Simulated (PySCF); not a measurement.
# Successive Sb–H bond energies

Method: PBE0 in PySCF with Sb def2-TZVP with ECP28, H def2-TZVP; scalar-relativistic core potentials, no spin–orbit coupling; density-fitted integrals.

Each entry is the lowest minimum that a search over a few typed start shapes (and spin states, where more than one is plausible) found, or that minimum re-optimised at the stated level; isomers with ligand–ligand bonds, or fragments after loss of a ligand pair, can lie lower.

Total energies (Eh), which compare only within these settings: H atom -0.50106.

```
species  2S+1  group      E (Eh)  ZPE (kJ/mol)
   SbH₂     2    C2v  -241.42088          28.5
   SbH₃     1    C3v  -242.02994          50.3
   SbH₄     2    C2v  -242.54343          61.2
   SbH₅     1    D3h  -243.11889          88.1
```

**Question.** What are De and D0 for SbH₃ → SbH₂ + H?

**Answer.** De = [(-241.42088) + (-0.50106) − (-242.02994)] × 2625.5 = 284 kJ/mol. The zero-point energy changes by -21.9 kJ/mol, so D0 = 262 kJ/mol.

**Question.** What are De and D0 for SbH₄ → SbH₃ + H?

**Answer.** De = [(-242.02994) + (-0.50106) − (-242.54343)] × 2625.5 = 33 kJ/mol. The zero-point energy changes by -10.8 kJ/mol, so D0 = 22 kJ/mol.

**Question.** What are De and D0 for SbH₅ → SbH₄ + H?

**Answer.** De = [(-242.54343) + (-0.50106) − (-243.11889)] × 2625.5 = 195 kJ/mol. The zero-point energy changes by -27.0 kJ/mol, so D0 = 168 kJ/mol.

Atoms and open shells are unrestricted, without spin–orbit or basis-set superposition corrections.

Spin–orbit coupling can matter for elements this heavy.
